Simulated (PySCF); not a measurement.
PySCF input for phosphorus nitride cation (NP), SMILES N#P (connectivity only; charge and spin as stated), charge +1, multiplicity 2, r2SCAN-D4/def2-TZVPD. Coordinates come from a r2SCAN-D4/def2-TZVPD optimisation. The spin state was assumed, not searched.

```python
import numpy as np
from pyscf import gto, scf, dft, df
from pyscf.hessian import thermo

mol = gto.M(
    atom='''
    N     0.00000000    0.00000000   -1.00716499
    P     0.00000000    0.00000000    0.47001033
    ''',
    basis='def2-TZVPD',
    charge=1,
    spin=1,
    max_memory=1600,
    verbose=3,
)
mf = dft.UKS(mol, xc='r2scan').density_fit(auxbasis='def2-universal-jkfit')
mf.disp = 'd4'
mf.grids.level = 4
mf.conv_tol = 1e-11
mf.max_cycle = 100
mf.kernel()
fine, coarse = mf.grids, dft.Grids(mol).set(level=1).build(with_non0tab=True)
for _ in range(3):  # follow internal instabilities
    mf.grids = coarse
    mo, _, stable, _ = mf.stability(return_status=True, nroots=4)
    mf.grids = fine
    if stable:
        break
    mf.kernel(mf.make_rdm1(mo, mf.mo_occ))

# [left out here: the lines that compute and print the analytic Hessian (its translational invariance restored by hand, since the grid's response is missing), thermochemistry and intensities]
```

Log of the run:

```

WARN: HOMO -0.338004232159082 >= LUMO -0.338004232159081

converged SCF energy = -395.608207775463  <S^2> = 0.79448768  2S+1 = 2.0440036
<class 'pyscf.df.df_jk.DFUKS'> wavefunction is stable in the internal stability analysis

WARN: MGGA Hessian is sensitive to dft grids. grids.level 4 may not be dense enough.


WARN: DFTD4 does not support analytical Hessian, using finite difference.


WARN: Mole.unit (angstrom) is changed to Bohr

Mode                                 0
Irrep
Freq [cm^-1]                     1363.3614
Reduced mass [au]                  16.8877
Force const [Dyne/A]               18.4945
Char temp [K]                    1961.5734
Normal mode                   x     y     z
       0   N                 0.00 -0.00  0.22
       1   P                 0.00  0.00 -0.10
temperature 298.1500 [K]
pressure 101325.00 [Pa]
Rotational constants [GHz] inf 24.01269 24.01269
Symmetry number 1
Zero-point energy (ZPE) 0.00311 [Eh]   8154.712 [J/mol]
                           tot       elec      trans        rot        vib
Entropy [J/mol/K]       216.574      5.763    156.216     54.507      0.088
Cv [J/mol/K]             21.287      0.000     12.472      8.314      0.501
Cp [J/mol/K]             29.602      0.000     20.786      8.314      0.501
Internal energy [J/mol]                      3718.434   2478.956   8177.398
Internal energy [Eh]   -395.60273  -395.60821
Enthalpy [J/mol]                             6197.391   2478.956   8177.398
Enthalpy [Eh]          -395.60179
Gibbs free energy [J/mol]                  -40378.411 -13772.401   8151.266
Gibbs free energy [Eh] -395.62638
mode   freq/cm-1   IR/(km/mol)
   1     1363.36         5.423
max |gradient| / (hartree/bohr): 0.00015802070047795527
APT charges: [0.0676 0.9421]
```

Self-consistency was reached.

Cost: around 90 core-seconds (rough).
